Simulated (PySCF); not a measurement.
AlHCl2, SMILES [Cl][AlH][Cl]. Atoms are numbered in the order given.

```xyz
4

Al     0.0000     0.0000    -0.7247
H      0.0000     0.0000    -2.2880
Cl     0.0000     1.7867     0.3444
Cl     0.0000    -1.7867     0.3444
```
Charge 0, spin multiplicity 1.

Geometry: PBE0-D3(BJ)/def2-TZVP.

Calculation: C-PCM-PBE0/def2-SVP run with PySCF 2.14.0.

The values are the electrostatic part of the solvation free energy, E(continuum) − E(gas) at the gas-phase geometry, in a cavity of scaled van der Waals radii (PySCF's table); cavitation and dispersion terms are not included. A continuum can't describe solvent molecules that bind to the metal. In vacuum the orbital gap is 7.90 eV. The dipole moment in vacuum is 1.05 D.

Computed values in water (ε = 78.36), N,N-dimethylformamide (ε = 37.22), tetrahydrofuran (ε = 7.43):
| solvent | ε | ΔG(elec) (kcal/mol) | dipole (D) | gap (eV) |
|---|---|---|---|---|
| water | 78.36 | -5.1 | 1.39 | 8.32 |
| N,N-dimethylformamide | 37.22 | -5.0 | 1.39 | 8.32 |
| tetrahydrofuran | 7.43 | -4.4 | 1.34 | 8.27 |
